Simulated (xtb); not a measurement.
Input for xtb: GFN2-xTB on C3H9Cl (a complex), monomers drawn apart or pushed together.

```
$ xtb mol.xyz --gfn 2 --sp --chrg 0 --uhf 0
13

C     -0.67173637    -0.91113849     0.84014473
Cl    -0.84297385     0.87418651     0.79900366
H     -0.58797957    -1.26875247    -0.18153443
H      0.22178746    -1.15511480     1.40631480
H     -1.55089701    -1.32722810     1.32200514
C      1.21727693     0.15773060     6.29205564
C     -0.13282826    -0.54005220     6.42717455
H      1.53955770     0.20239810     5.25032486
H      1.99214963    -0.35915741     6.86192179
H      1.16758427     1.18518199     6.65717332
H     -0.89776810    -0.03014811     5.83925393
H     -0.46810196    -0.55875813     7.46601586
H     -0.08281483    -1.57537692     6.08238496
```

The log:

```
[...]
           -------------------------------------------------
          |                Calculation Setup                |
           -------------------------------------------------



molecular fragmentation (1/2 indicates fragments):
1111122222222
# atoms in fragment 1/2:     5     8
 fragment masses (1/2) :       50.49       30.07
CMA distance (Bohr)    :  10.825
constraining FC (au)   :  0.0500

           -------------------------------------------------
          |                 G F N 2 - x T B                 |
           -------------------------------------------------

        Reference                      10.1021/acs.jctc.8b01176
      * Hamiltonian:
        H0-scaling (s, p, d)           1.850000    2.230000    2.230000
        zeta-weighting                 0.500000
      * Dispersion:
        s8                             2.700000
        a1                             0.520000
        a2                             5.000000
        s9                             5.000000
      * Repulsion:
        kExp                           1.500000    1.000000
        rExp                           1.000000
      * Coulomb:
        alpha                          2.000000
        third order                    shell-resolved
        anisotropic                    true
        a3                             3.000000
        a5                             4.000000
        cn-shift                       1.200000
        cn-exp                         4.000000
        max-rad                        5.000000


          ...................................................
          :                      SETUP                      :
          :.................................................:
          :  # basis functions                  31          :
          :  # atomic orbitals                  30          :
          :  # shells                           18          :
          :  # electrons                        28          :
          :  max. iterations                   250          :
          :  Hamiltonian                  GFN2-xTB          :
          :  restarted?                      false          :
          :  GBSA solvation                  false          :
          :  PC potential                    false          :
          :  electronic temp.          300.0000000     K    :
          :  accuracy                    1.0000000          :
          :  -> integral cutoff          0.2500000E+02      :
          :  -> integral neglect         0.1000000E-07      :
          :  -> SCF convergence          0.1000000E-05 Eh   :
          :  -> wf. convergence          0.1000000E-03 e    :
          :  Broyden damping             0.4000000          :
          :  net charge                          0          :
          :  unpaired electrons                  0          :
          ...................................................

 iter      E             dE          RMSdq      gap      omega  full diag
   1    -15.6693521 -0.156694E+02  0.373E+00    7.54       0.0  T
   2    -15.7155494 -0.461973E-01  0.209E+00    6.83       1.0  T
   3    -15.7164218 -0.872381E-03  0.101E+00    6.94       1.0  T
   4    -15.7166329 -0.211101E-03  0.116E-01    6.88       1.0  T
   5    -15.7166429 -0.995721E-05  0.670E-02    6.89       1.0  T
   6    -15.7166464 -0.352717E-05  0.195E-02    6.88       1.4  T
   7    -15.7166482 -0.184503E-05  0.121E-02    6.87       2.3  T
   8    -15.7166493 -0.103009E-05  0.460E-03    6.86       6.0  T
   9    -15.7166494 -0.132950E-06  0.549E-04    6.86      50.5  T
  10    -15.7166494 -0.278609E-09  0.303E-04    6.86      91.4  T

   *** convergence criteria satisfied after 10 iterations ***

         #    Occupation            Energy/Eh            Energy/eV
      -------------------------------------------------------------
         1        2.0000           -1.0515133             -28.6131
       ...           ...                  ...                  ...
         8        2.0000           -0.4945167             -13.4565
         9        2.0000           -0.4941234             -13.4458
        10        2.0000           -0.4626197             -12.5885
        11        2.0000           -0.4356880             -11.8557
        12        2.0000           -0.4351742             -11.8417
        13        2.0000           -0.4149396             -11.2911
        14        2.0000           -0.4149033             -11.2901 (HOMO)
        15                         -0.1626877              -4.4270 (LUMO)
        16                          0.0211417               0.5753
        17                          0.0211904               0.5766
        18                          0.0271578               0.7390
        19                          0.0271592               0.7390
       ...                                ...                  ...
        30                          0.2748957               7.4803
      -------------------------------------------------------------
                  HL-Gap            0.2522156 Eh            6.8631 eV
             Fermi-level           -0.2887955 Eh           -7.8585 eV

 SCC (total)                   0 d,  0 h,  0 min,  0.005 sec
 SCC setup                      ...        0 min,  0.000 sec (  2.103%)
 Dispersion                     ...        0 min,  0.000 sec (  1.199%)
 classical contributions        ...        0 min,  0.000 sec (  0.539%)
 integral evaluation            ...        0 min,  0.001 sec ( 13.190%)
 iterations                     ...        0 min,  0.003 sec ( 55.411%)
 molecular gradient             ...        0 min,  0.001 sec ( 26.066%)
 printout                       ...        0 min,  0.000 sec (  1.332%)

         :::::::::::::::::::::::::::::::::::::::::::::::::::::
         ::                     SUMMARY                     ::
         :::::::::::::::::::::::::::::::::::::::::::::::::::::
         :: total energy             -15.546709218839 Eh    ::
         :: gradient norm              0.010883004842 Eh/a0 ::
         :: HOMO-LUMO gap              6.863135974372 eV    ::
         ::.................................................::
         :: SCC energy               -15.716623194014 Eh    ::
         :: -> isotropic ES            0.007801439765 Eh    ::
         :: -> anisotropic ES          0.003722890901 Eh    ::
         :: -> anisotropic XC          0.009662595129 Eh    ::
         :: -> dispersion             -0.003641790264 Eh    ::
         :: repulsion energy           0.169913975174 Eh    ::
         :: add. restraining           0.000000000000 Eh    ::
         :: total charge              -0.000000000000 e     ::
         :::::::::::::::::::::::::::::::::::::::::::::::::::::

           -------------------------------------------------
          |                Property Printout                |
           -------------------------------------------------

    * Orbital Energies and Occupations

         #    Occupation            Energy/Eh            Energy/eV
      -------------------------------------------------------------
         1        2.0000           -1.0515133             -28.6131
         2        2.0000           -0.6209119             -16.8959
         3        2.0000           -0.6038116             -16.4306
         4        2.0000           -0.5635397             -15.3347
         5        2.0000           -0.5199383             -14.1482
         6        2.0000           -0.5196573             -14.1406
         7        2.0000           -0.5029806             -13.6868
         8        2.0000           -0.4945167             -13.4565
         9        2.0000           -0.4941234             -13.4458
        10        2.0000           -0.4626197             -12.5885
        11        2.0000           -0.4356880             -11.8557
        12        2.0000           -0.4351742             -11.8417
        13        2.0000           -0.4149396             -11.2911
        14        2.0000           -0.4149033             -11.2901 (HOMO)
        15                         -0.1626877              -4.4270 (LUMO)
        16                          0.0211417               0.5753
        17                          0.0211904               0.5766
        18                          0.0271578               0.7390
        19                          0.0271592               0.7390
        20                          0.1104007               3.0042
        21                          0.1236699               3.3652
        22                          0.1494840               4.0677
        23                          0.1569126               4.2698
        24                          0.1597711               4.3476
        25                          0.1742429               4.7414
       ...                                ...                  ...
        30                          0.2748957               7.4803
      -------------------------------------------------------------
                  HL-Gap            0.2522156 Eh            6.8631 eV
             Fermi-level           -0.2887955 Eh           -7.8585 eV

     #   Z          covCN         q      C6AA      α(0)
     1   6 C        3.662    -0.024    21.283     6.619
     2  17 Cl       0.887    -0.202   105.488    15.713
     3   1 H        0.925     0.075     2.031     2.229
     4   1 H        0.925     0.076     2.026     2.226
     5   1 H        0.925     0.075     2.027     2.226
     6   6 C        3.748    -0.095    22.379     6.747
     7   6 C        3.748    -0.095    22.378     6.747
     8   1 H        0.924     0.032     2.562     2.503
     9   1 H        0.924     0.031     2.571     2.507
    10   1 H        0.924     0.032     2.552     2.498
    11   1 H        0.924     0.033     2.543     2.494
    12   1 H        0.924     0.032     2.564     2.504
    13   1 H        0.924     0.030     2.590     2.517

 Mol. C6AA /au·bohr⁶  :       1457.657194
 Mol. C8AA /au·bohr⁸  :      36132.023084
 Mol. α(0) /au        :         57.529090


Wiberg/Mayer (AO) data.
largest (>0.10) Wiberg bond orders for each atom

 ---------------------------------------------------------------------------
     #   Z sym  total        # sym  WBO       # sym  WBO       # sym  WBO
 ---------------------------------------------------------------------------
     1   6 C    3.935 --     3 H    0.988     5 H    0.988     4 H    0.988
                             2 Cl   0.970
     2  17 Cl   0.987 --     1 C    0.970
     3   1 H    0.994 --     1 C    0.988
     4   1 H    0.994 --     1 C    0.988
     5   1 H    0.994 --     1 C    0.988
     6   6 C    3.997 --     7 C    1.031     9 H    0.989     8 H    0.989
                            10 H    0.989
     7   6 C    3.997 --     6 C    1.031    13 H    0.989    11 H    0.989
                            12 H    0.989
     8   1 H    0.999 --     6 C    0.989
     9   1 H    0.999 --     6 C    0.989
    10   1 H    0.999 --     6 C    0.989
    11   1 H    0.999 --     7 C    0.989
    12   1 H    0.999 --     7 C    0.989
    13   1 H    0.999 --     7 C    0.989
 ---------------------------------------------------------------------------

Topologies differ in total number of bonds
Writing topology from bond orders to xtbtopo.mol

molecular dipole:
                 x           y           z       tot (Debye)
 q only:        0.077      -0.818       0.019
   full:        0.072      -0.774       0.016       1.977
molecular quadrupole (traceless):
                xx          xy          yy          xz          yz          zz
 q only:       -0.239       1.857       0.264       0.083      -1.797      -0.025
  q+dip:       -0.156       1.542      -0.644       0.155      -1.647       0.800
   full:       -0.473       1.568       0.355       0.122      -1.689       0.118


           -------------------------------------------------
          | TOTAL ENERGY              -15.546709218839 Eh   |
Note: The following floating-point exceptions are signalling: IEEE_UNDERFLOW_FLAG IEEE_DENORMAL
normal termination of xtb
          | GRADIENT NORM               0.010883004842 Eh/α |
          | HOMO-LUMO GAP               6.863135974372 eV   |
           -------------------------------------------------

------------------------------------------------------------------------
------------------------------------------------------------------------
 total:
 SCF:
```

The run finished.

Cost: very roughly 0.03 core-seconds.
